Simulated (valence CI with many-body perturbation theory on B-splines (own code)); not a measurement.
**E1 line list for Zr XXVI**

Method: valence CI with perturbative core correlation (CI+MBPT): five valence electrons over a frozen Dirac-Fock core [Ne], a basis of 11 s, 11 p, 10 d, 8 f, 5 g, 2 h functions for each j, with the one-electron correlation potential Σ1, the two-electron term Σ2, the three-electron term Σ3, Breit, model QED; selected CI, second order for the rest, scaled by the run's own slope (own B-spline code, finite nucleus).

No measured levels were compared; by estimate levels of excited configurations hold to 0.05 to 0.15 % of their energy, terms of the ground configuration to about 0.5 %. Among the levels kept, up to 3700 cm⁻¹ of a level comes from second order outside the variational space, and about a tenth of that is noise between levels of different J, which matters for small intervals.

Lines 101 to 150 of 587 in falling wavelength, among levels below 2321900 cm⁻¹, chosen from the strongest by gf and those to the six lowest levels. Wavelengths and rates use the calculated energies, so an error of 500 cm⁻¹ moves a line at 12.53 nm by 0.063 % and its rate by three times that or more. Electric multipoles are in the length gauge, E1 and E2 with the static RPA response of the core. Weak lines are less certain than strong ones. Lines between different terms over intervals too small for the method are left out, as are lines whose strength nearly cancels. The highest levels of a list are the least certain.

Names give the largest LS component (configuration and term), which can be under half, so a name can repeat, a term be missing and a line seem to break the LS rules; names also repeat where a configuration has a term twice. Letters in brackets count levels of one name in rising energy.

```csv
λ vac (nm),Upper,Lower,A (s⁻¹),S (a.u.)
12.53,3s²3p3d² ⁴G°_7/2,3s²3p²3d ²G_7/2,2.07e+10,1.61e-01
12.52,3s3p³3d ⁴P°_5/2 [b],3s²3p²3d ²F_7/2 [a],7.95e+09,4.62e-02
12.52,3s3p³3d ²D°_5/2 [b],3s²3p²3d ⁴F_7/2,1.23e+10,7.14e-02
12.51,3s3p³3d ²F°_7/2 [b],3s²3p²3d ²F_7/2 [b],1.74e+10,1.35e-01
12.50,3s3p³3d ⁴F°_7/2 [b],3s²3p²3d ⁴F_7/2,1.17e+10,9.01e-02
12.48,3s3p³3d ⁴F°_9/2 [c],3s²3p²3d ²F_7/2 [a],1.14e+10,1.09e-01
12.47,3s3p³3d ²D°_5/2 [g],3s²3p²3d ²D_5/2 [d],1.29e+10,7.41e-02
12.42,3s3p³3d ²D°_5/2 [c],3s²3p²3d ⁴D_3/2,1.10e+10,6.22e-02
12.40,3s3p³3d ²G°_7/2 [b],3s²3p²3d ⁴D_5/2,6.06e+09,4.56e-02
12.39,3s3p³3d ²F°_7/2 [d],3s²3p²3d ²D_5/2 [b],8.68e+09,6.52e-02
12.36,3s²3p3d² ⁴D°_3/2 [a],3s²3p²3d ²D_5/2 [a],1.57e+10,5.87e-02
12.35,3p⁵ ²P°_3/2,3s3p⁴ ⁴P_5/2,3.48e+09,1.29e-02
12.31,3s3p³3d ⁴D°_3/2 [e],3s²3p²3d ⁴P_3/2,1.28e+10,4.72e-02
12.26,3s²3p3d² ⁴F°_7/2,3s²3p²3d ²D_5/2 [c],8.41e+09,6.12e-02
12.23,3s²3p3d² ⁴F°_7/2,3s²3p²3d ²F_7/2 [c],1.12e+10,8.07e-02
12.23,3s3p³3d ⁴D°_7/2 [c],3s²3p²3d ²F_7/2 [a],7.00e+09,5.06e-02
12.12,3s²3p3d² ²H°_9/2,3s²3p²3d ²G_9/2,6.85e+09,6.01e-02
12.11,3s²3p3d² ²P°_1/2 [a],3s²3p²3d ²D_3/2 [b],2.22e+10,3.89e-02
12.11,3s²3p²3d ⁴D_3/2,3s²3p³ ²D°_5/2,1.44e+10,5.04e-02
12.09,3s²3p3d² ⁴P°_5/2 [a],3s²3p²3d ²F_7/2 [c],1.38e+10,7.22e-02
12.07,3s3p³3d ⁴F°_5/2 [b],3s²3p²3d ²P_3/2 [a],7.28e+09,3.79e-02
12.06,3s²3p²3d ²D_5/2 [a],3s²3p³ ²P°_3/2,1.59e+09,8.29e-03
12.06,3s3p³3d ⁴D°_3/2 [c],3s²3p²3d ²F_5/2,1.48e+10,5.11e-02
12.01,3s²3p3d² ²F°_5/2 [a],3s²3p²3d ²D_5/2 [d],1.12e+10,5.74e-02
11.99,3s²3p3d² ⁴F°_5/2,3s²3p²3d ²D_5/2 [a],9.54e+09,4.87e-02
11.97,3s3p³3d ²D°_5/2 [c],3s²3p²3d ⁴F_7/2,7.48e+09,3.80e-02
11.94,3s²3p3d² ⁴G°_5/2,3s²3p²3d ⁴D_3/2,8.75e+09,4.41e-02
11.93,3s3p³3d ⁴D°_1/2 [c],3s²3p²3d ²P_3/2 [a],2.00e+10,3.35e-02
11.91,3s²3p3d² ⁴G°_11/2,3s²3p²3d ²G_9/2,7.63e+09,7.64e-02
11.91,3s²3p3d² ²P°_3/2 [a],3s²3p²3d ⁴P_3/2,9.81e+09,3.27e-02
11.90,3s3p³3d ²D°_5/2 [d],3s²3p²3d ⁴P_5/2,1.15e+10,5.73e-02
11.89,3s²3p3d² ²D°_3/2 [a],3s²3p²3d ²P_1/2 [c],5.28e+10,1.75e-01
11.89,3s²3p3d² ²P°_3/2 [b],3s²3p²3d ²D_5/2 [d],1.14e+10,3.79e-02
11.86,3s²3p3d² ²D°_5/2 [a],3s²3p²3d ²F_7/2 [c],2.18e+10,1.08e-01
11.85,3s3p³3d ²F°_5/2 [b],3s²3p²3d ⁴D_5/2,8.49e+09,4.19e-02
11.85,3s3p³3d ⁴D°_7/2 [d],3s²3p²3d ⁴D_5/2,7.34e+09,4.82e-02
11.81,3s²3p²3d ²P_1/2 [b],3s²3p³ ²P°_1/2,6.48e+09,1.05e-02
11.81,3s3p³3d ⁴F°_3/2 [a],3s3p⁴ ⁴P_5/2,4.92e+08,1.60e-03
11.81,3s3p³3d ⁴F°_3/2 [c],3s²3p²3d ²P_1/2 [a],9.76e+09,3.18e-02
11.81,3s3p³3d ²F°_7/2 [b],3s²3p²3d ⁴P_5/2,5.50e+09,3.58e-02
11.81,3s²3p²3d ⁴D_1/2,3s²3p³ ²D°_3/2,1.67e+10,2.72e-02
11.77,3s²3p3d² ²D°_3/2 [a],3s3p⁴ ²P_1/2,2.05e+10,6.61e-02
11.77,3s²3p3d² ²H°_9/2,3s²3p²3d ²F_7/2 [b],8.00e+09,6.43e-02
11.76,3s²3p3d² ⁴G°_9/2,3s²3p²3d ²G_7/2,8.26e+09,6.64e-02
11.75,3s3p³3d ²D°_5/2 [d],3s²3p²3d ²G_7/2,1.63e+10,7.86e-02
11.74,3s3p³3d ⁴D°_7/2 [c],3s²3p²3d ²F_5/2,4.91e+09,3.14e-02
11.73,3s3p³3d ²P°_3/2 [c],3s²3p²3d ²D_5/2 [b],3.35e+10,1.07e-01
11.73,3s3p⁴ ²D_5/2,3s²3p³ ⁴S°_3/2,1.40e+09,6.71e-03
11.72,3s²3p3d² ⁴P°_5/2 [b],3s²3p²3d ²F_7/2 [c],1.32e+10,6.31e-02
11.72,3s²3p3d² ²P°_3/2 [b],3s²3p²3d ²D_3/2 [c],2.56e+10,8.15e-02
```
